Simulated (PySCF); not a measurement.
**ZrSCl2: fields on a plane**

Computed with B3LYP/[Zr def2-SVP with ECP28, S def2-SVP, Cl def2-SVP], scalar-relativistic core potentials, density fitting, no spin–orbit coupling, PySCF.

The singlet minimum has Zr–Cl 2.370 Å (×2), Zr–S 2.206 Å; Cl–Zr–Cl 120.6°, Cl–Zr–S 113.5° (×2).

The plane holds Zr1 at (0.00, 0.00), S2 at (2.21, 0.00), Cl3 at (-0.94, 2.17) Å. Columns run from x = -2.85 to 4.65 Å, rows from y = 4.35 (top) to -1.95 Å, in steps of 0.3 Å. Other isomers or separated fragments may lie lower. Core electrons replaced by a potential are absent, the electrostatic potential uses the reduced nuclear charge, and values within about 0.7 Å of such atoms have no physical meaning.

Question: Give the electrostatic potential (V) (cut at 20 V). Lower edges of the bins (V): '_' -0.78, '.' -0.66, ':' -0.46, '-' -0.16, '=' 0.33, '+' 1.11, '*' 2.34, '#' 4.28, '%' 7.37, '@' 12.25; top 20.0, each point printed twice.

Answer: 
```
----::::::::::::::::::::::::::::::::::::::::::::::::
--::::::::::::::::::::::::::::::::::::::::::::::::::
::::::::--------::::::::::::::::::::::::::::::::::::
::::----==++++++==--::....::::::::::::::::::::::::::
::::--==**##%%####++--::..::::::::::::::::::::::::::
::--==**%%@@@@@@@@##++--::::::::..........::::::::::
::--==##@@@@@@@@@@@@**==::::::................::::::
::--++##@@@@@@@@@@@@##==--::::....________......::::
----++##@@@@@@@@@@@@##++==--::....__________......::
----==**@@@@@@@@@@%%##**++==--::::....________......
----==++##%%@@@@@@%%%%####**==========--..______....
--====++**##%%%%@@@@@@@@%%##****######++==::____....
======++**##%%@@@@@@@@@@@@%%##%%@@@@@@%%**--..____..
====++****##@@@@@@@@@@@@@@@@@@@@@@@@@@@@##++::____..
==++++**##%%@@@@@@@@@@@@@@@@@@@@@@@@@@@@%%++::____..
==++++**##%%@@@@@@@@@@@@@@@@@@@@@@@@@@@@%%++--..__..
==++++**##%%@@@@@@@@@@@@@@@@@@@@@@@@@@@@##++::____..
====++++**##%%@@@@@@@@@@@@%%##%%@@@@@@%%**--..__....
======++****##%%@@@@@@@@%%##****######++==::..__....
======++++**####%%%%%%%%##**++========--::..__......
========++******######****++==--::::....____......::
----======++**********++++==----::....____......::::
```

Question: Give the highest occupied orbital (Å^-3/2) at -7.24 eV (cut at ±0.3; overall sign arbitrary). Every second row and column.

Answer: 
```
 0.00  0.00  0.00 -0.01 -0.01  0.00  0.00  0.00  0.00  0.00  0.00  0.00  0.00
 0.00  0.00 -0.01 -0.03 -0.03 -0.02  0.00  0.00  0.00  0.00  0.00  0.00  0.00
 0.00  0.00 -0.02 -0.09 -0.10 -0.05 -0.01  0.01  0.01  0.01  0.00  0.00  0.00
 0.01  0.03  0.04 -0.08 -0.19 -0.06  0.00  0.02  0.03  0.02  0.01  0.01  0.00
 0.01  0.05  0.15 -0.07 -0.05 -0.02  0.04  0.07  0.09  0.08  0.05  0.02  0.01
 0.01  0.04  0.09  0.11  0.01  0.03  0.11  0.17  0.22  0.19  0.11  0.04  0.01
 0.00  0.01  0.02 -0.01 -0.14  0.02  0.19  0.28  0.30  0.30  0.15  0.05  0.01
 0.00  0.00  0.00 -0.02 -0.14  0.04  0.08  0.11 -0.02  0.08  0.06  0.01  0.00
 0.00  0.00  0.00  0.04  0.25  0.01 -0.18 -0.26 -0.30 -0.30 -0.13 -0.04 -0.01
 0.00 -0.01 -0.02  0.01  0.06 -0.03 -0.16 -0.23 -0.30 -0.29 -0.14 -0.05 -0.01
 0.00 -0.02 -0.03 -0.03 -0.01 -0.03 -0.08 -0.12 -0.14 -0.13 -0.08 -0.03 -0.01
```
